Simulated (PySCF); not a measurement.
**What settings do to a single point of [NdF4]−**

The sound run of [NdF4]− (singlet in the valence; each metal's 4f electrons, 3 of them, lie in its core potential, out of spins and levels) uses PySCF 2.14.0, RKS TPSS, Nd lcecp-1-SVP with ECP49, F def2-SVP; non-relativistic Hamiltonian with scalar-relativistic core potentials where named; density fitting; no spin-orbit coupling, grid (50, 194), threshold 1e-8 Eh and 55 cycles, at the relaxed geometry:

```xyz
5

Nd    0.0000    0.0000    0.0000
F     1.2375    1.2375    1.2375
F    -1.2375   -1.2375    1.2375
F     1.2375   -1.2375   -1.2375
F    -1.2375    1.2375   -1.2375
```

There Nd1 has a Mulliken charge of 0.91 e and the dipole about the centre of mass is 0.00 D. Each run below changes one thing and starts from free metal ions and neutral atoms unless it says otherwise; with 55 cycles, smearing, a level shift and second-order steps follow where DIIS fails, and their cycles count. Energy shifts count from the sound run. On f atoms grids over 110 angular points are at least (60, 302).

```csv
change,outcome,cycles,energy shift (eV),largest force component (eV/Å),charge on Nd1 (e),dipole about the centre of mass (D)
start from a density of up to 30 smeared cycles (not counted),converged,6,0.0000,0.00,0.91,0.00
"charge changed by -3, spin kept, limit 71 cycles",refused,–,–,–,–,–
```

Problem. One further run converged with energy shift (eV) 0.35, largest force component (eV/Å) 0.88, charge on Nd1 (e) 0.98, dipole about the centre of mass (D) 0.00. Which change was it?
A. threshold 0.0001
B. grid (10, 14)
C. all coordinates × 1.05

Solution. C.

Problem. And the other changes listed?

Solution. 
```json
{"change": "threshold 0.0001", "outcome": "converged", "cycles": "6", "energy shift (eV)": "0.0000", "largest force component (eV/Å)": "0.00", "charge on Nd1 (e)": "0.91", "dipole about the centre of mass (D)": "0.00"}
{"change": "grid (10, 14)", "outcome": "converged", "cycles": "9", "energy shift (eV)": "-41.69", "largest force component (eV/Å)": "49.29", "charge on Nd1 (e)": "0.77", "dipole about the centre of mass (D)": "0.00"}
```

Unsound on purpose, so not properties of the compound: grid (10, 14).

Forces carry noise of the integration grid, about 0.01 to 0.03 eV/Å.

No frequency check is given that shows the relaxed geometry to be a minimum. An lcecp potential fixes the number of 4f electrons, so in runs with it no electron can move into or out of that shell.
